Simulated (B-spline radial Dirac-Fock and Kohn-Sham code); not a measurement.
**Satellites and hypersatellites of the K lines of Nb**

System: the free niobium atom in the configuration 1s2 2s2 2p6 3s2 3p6 3d10 4s2 4p6 4d4 5s1.

Input of the calculation (task.json; shells as n, l, electrons):

```json
{"items": [{
  "Z": 41,
  "q": 0,
  "cfg": [[1, 0, 2], [2, 0, 2], [2, 1, 6], [3, 0, 2], [3, 1, 6], [3, 2, 10], [4, 0, 2], [4, 1, 6], [4, 2, 4], [5, 0, 1]],
  "A": 93,
  "rrms": 4.324,
  "do": ["binding", "quiet", "double"]
}]}
```

Command: `python xray_run.py task.json out`

Calculated with an atomic code on a B-spline grid, using Dirac-Fock energy differences between relaxed states, corrected for Breit and QED terms. Each two-hole energy is an average over J within one jj subconfiguration, not an observable level; in light atoms, where LS coupling holds, the j-resolved values are not observed lines, and for a K spectator the Kα1 hypersatellite is nearly forbidden. Electron correlation is not included.

Lines without a spectator: Kα2 (K-L2) 16519.5 eV, Kα1 (K-L3) 16613.8 eV, Kβ3 (K-M2) 18604.0 eV, Kβ1 (K-M3) 18619.7 eV. Shifts in eV with one spectator hole (a dash: not computed, or left out as unreliable):

```
spectator hole     Kα2     Kα1     Kβ3     Kβ1
        K (1s)  +454.1  +463.5  +575.1  +576.9
    L2 (2p1/2)   +47.2   +58.7       –  +127.3
    L3 (2p3/2)   +49.3   +48.5  +117.2       –
    M2 (3p1/2)       –   +5.61  +13.04  +16.20
    M3 (3p3/2)   +4.49       –  +14.35  +13.76
    M4 (3d3/2)   +0.22   -1.71       –       –
    M5 (3d5/2)   -1.97   -0.65       –       –
```

With n spectator holes in 2p, averaged over the 2p shell (energies in eV):

| n | KαLⁿ | step | hypersatellite KαʰLⁿ |
| --- | --- | --- | --- |
| 0 | 16582.4 | – | 17042.7 |
| 1 | 16633.7 | +51.4 | 17095.4 |
| 2 | 16686.2 | +52.5 | 17149.2 |
| 3 | 16739.9 | +53.7 | 17204.2 |
| 4 | 16794.7 | +54.8 | 17260.4 |
| 5 | 16850.8 | +56.0 | 17317.8 |
